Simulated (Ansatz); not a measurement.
Ideal-gas functions of C₂H₄AlBS (`BS[C]1=[CH][AlH]1`) at 400 K and 1 bar, from an Ansatz frequency run at PBE0-D4/def2-TZVP.

Molar mass 97.92 g/mol, point group Cs (symmetry number 1), electronic degeneracy 1, moments of inertia 60.191, 266.626, 326.817 u Å². Harmonic wavenumbers (cm⁻¹, unscaled): 76, 152, 269, 362, 435, 443, 483, 492, 748, 777, 836, 875, 932, 933, 1104, 1182, 1446, 1996, 2602, 2708, 3150.

Use S(trans) = R[1.5 ln M + 2.5 ln T − 1.1517]; rotational temperatures θ = 24.2544 K / I; S(rot) = R[ln(√π/σ · √(T³/θAθBθC)) + 1.5]; for each mode x = 1.438777 ν̃/T, S = R[x/(eˣ − 1) − ln(1 − e⁻ˣ)] and H = RT x/(eˣ − 1); 1 cm⁻¹ = 0.0119627 kJ/mol; R = 8.31446 J/(mol·K).

Task: By hand: the entropy, in J/(mol·K).

Result: Translation 172.1. Rotation: θ = 0.403, 0.091, 0.0742 K, giving 116.5. Vibration, mode by mode: 19.12, 13.44, 8.91, 6.68, 5.39, 5.27, 4.69, 4.58, 2.21, 2.04, 1.72, 1.54, 1.31, 1.30, 0.79, 0.63, 0.29, 0.05, 0.01, 0.01, 0.00, in all 80.0. Electronic 0.0. Sum 368.6 J/(mol·K).

Task: By hand: H − E and G − E in kJ/mol, counted from the electronic energy.

Result: Zero-point energy ½ × 22001 × 0.0119627 = 131.6; thermal vibration 17.8; translation, rotation and pV give 4 RT = 13.3. H − E = 162.7 kJ/mol, and G − E = 162.7 − 400 × 368.6/1000 = 15.3 kJ/mol.

Vibration gives 22 % of the entropy, 19.1 J/(mol·K) of it from the mode under 150 cm⁻¹: soft modes count most, and the harmonic formula is weakest for them. The sum counts one conformer and one mirror image; others add a mixing term.
